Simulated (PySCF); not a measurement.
AlCl (SMILES [Al][Cl]), singlet, geometry from GFN2-xTB (such geometries of metal compounds can be far from the true shape).

The PySCF input:
```python
from pyscf import gto, scf, dft

mol = gto.M(
    atom='''
Al   -0.00000000   -0.00000000   -1.15413952
Cl    0.00000000    0.00000000    0.88257728
''',
    basis='def2-svp',
    verbose=5,
)

mf = dft.RKS(mol)
mf.xc = 'b3lyp'
mf.kernel()
```

Task: What does this run give for the total energy, nuclear repulsion energy, number of basis functions, HOMO energy, dipole moment, Mulliken (on the basis functions themselves) charges in atom order?

Result: 
```
Quantity                                                                         Result
------------------------------------------------------------------  -------------------
total energy                                                               -702.4897 Eh
nuclear repulsion energy                                                     57.4199 Eh
number of basis functions                                                            36
HOMO energy                                                                    -6.53 eV
dipole moment                                                                    0.56 D
Mulliken (on the basis functions themselves) charges in atom order  Al1 0.25, Cl2 -0.25
```
